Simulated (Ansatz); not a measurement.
The same path of AlCl4H3OTi (10 atoms, charge 0, multiplicity 1) was run 3 times with different band settings. Lost on the way: O6–H10. Made: Cl2–H10.

Computed with RKS PBE/def2-SVP in Ansatz 0.2.0.

Relaxed end points:

```xyz
10
Properties=species:S:1:pos:R:3
Ti -0.265 0.270 0.269
Cl 0.235 0.877 2.342
Cl 1.505 -0.905 -0.227
Cl -0.255 2.202 -0.735
Cl -1.489 -0.798 -1.731
O -1.940 -0.478 1.000
Al -3.129 -1.303 -0.221
H -3.184 -2.871 0.065
H -4.408 -0.373 -0.432
H -2.076 -0.358 1.959
```

```xyz
10
Properties=species:S:1:pos:R:3
Ti -0.559 0.053 -0.146
Cl 0.044 0.872 2.659
Cl 1.287 -1.132 0.029
Cl -0.477 2.212 -0.569
Cl -1.559 -0.822 -2.097
O -1.917 -0.498 0.768
Al -3.155 -1.344 -0.331
H -3.122 -2.926 -0.162
H -4.431 -0.434 -0.606
H -1.116 0.282 2.744
```

Common settings: climbing image yes; spring 5.0 eV/Å²; optimiser quadratic models (default); force threshold 0.05 eV/Å; iteration limit 60; end points relaxed.

| run | movable images | start path |
| --- | --- | --- |
| 1 | 5 | through a guess of the saddle point |
| 2 | 5 | straight line |
| 3 | 3 | through a guess of the saddle point |

(1) What does each run give, and how far can it be trusted?

Results:

(1) Run 1: converged after 28 iterations, highest image 0.916 eV above the first end. A vibrational analysis at the climbing image gives one clearly imaginary mode, 519i cm⁻¹: a first-order saddle point.
Run 2: converged after 8 iterations, highest image 0.916 eV above the first end. Another band between the same ends (5 images) ends at a top of the same energy, where a vibrational analysis finds 1 clearly imaginary mode.
Run 3: converged after 30 iterations, highest image 0.916 eV above the first end. Another band between the same ends (5 images) ends at a top of the same energy, where a vibrational analysis finds 1 clearly imaginary mode. So few images can step over the top or miss a turn of the path.
The orbitals stay closed-shell, which can raise the energy where a bond breaks towards radicals; this wasn't checked here.
